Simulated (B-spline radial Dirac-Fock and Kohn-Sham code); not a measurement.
# How the settings move the core levels of Tm⁴⁺

ΔSCF core binding energies without Breit or QED terms, calculated with an atomic code on a B-spline grid. Keys: rel is the Hamiltonian (dirac, or spin-free x2c and nr, where L3 and M5 stand for the whole 2p and 3d shells), method is hf or an exchange,correlation pair (spin-unpolarised, also for the hole states), nuc the nuclear model, radius_factor scales its radius, rmax is the box in bohr, h the logarithmic mesh step, order the B-spline order, points the quadrature points per cell, c_factor scales the speed of light, and damp, ndamp, maxit and tol steer the iteration. The run stops when the commutator error falls below 10·tol·max(1, Z/10), or the numerical noise floor, and the energy has settled to about 1e-8 Ha; the virial ratio is −V/T.

Base input:

```json
{"items": [{"Z": 69, "q": 4, "cfg": [[1, 0, 2], [2, 0, 2], [2, 1, 6], [3, 0, 2], [3, 1, 6], [3, 2, 10], [4, 0, 2], [4, 1, 6], [4, 2, 10], [4, 3, 11], [5, 0, 2], [5, 1, 6]], "A": 169, "rrms": 5.2256, "do": "settings", "holes": ["K", "L3", "M5"],
  "settings": [{"rel": "dirac", "method": "hf", "nuc": "fermi", "radius_factor": 1.0, "rmax": 45.0, "h": 0.3, "order": 8, "points": 10, "c_factor": 1.0, "maxit": 60, "damp": 0.5, "ndamp": 3, "tol": 1e-08}]}]}
```

The ground state converged in 11 iterations, with total energy -13571.40642 Ha, virial ratio 1.90341 and highest orbital energy -69.49 eV. ΔSCF binding energies: K (1s) 59723.2 eV, L3 (2p3/2) 8731.0 eV, M5 (3d5/2) 1533.4 eV.

Changes from the base run:

```
                          changed setting  Δ total energy (Ha)  Δ K (eV)  Δ L3 (eV)  Δ M5 (eV)  iterations
c_factor = 10.0; damp = 0.2; tol = 0.0001           +629.22661  -4122.50     -27.48     +32.96          11
                               damp = 0.2              0.00000      0.00       0.00       0.00          12
                              rel = "x2c"            +11.93290    -62.69    +296.92     +17.97          11
                          c_factor = 10.0           +629.22661  -4122.50     -27.48     +32.96          10
                                  h = 0.4             +0.01240     +0.04      +0.04      +0.04          11
                          method = "b88,"             -3.29518    +47.16     -34.70     -11.13          10
     rel = "x2c"; rmax = 60.0; damp = 0.2                    ?         ?          ?          ?           ?
```

Q: What does the change rel = "x2c"; rmax = 60.0; damp = 0.2 do?

A: The total energy moves by +11.93290 Ha and the binding energies by K -62.69 eV, L3 +296.92 eV, M5 +17.97 eV; the run takes 12 iterations.
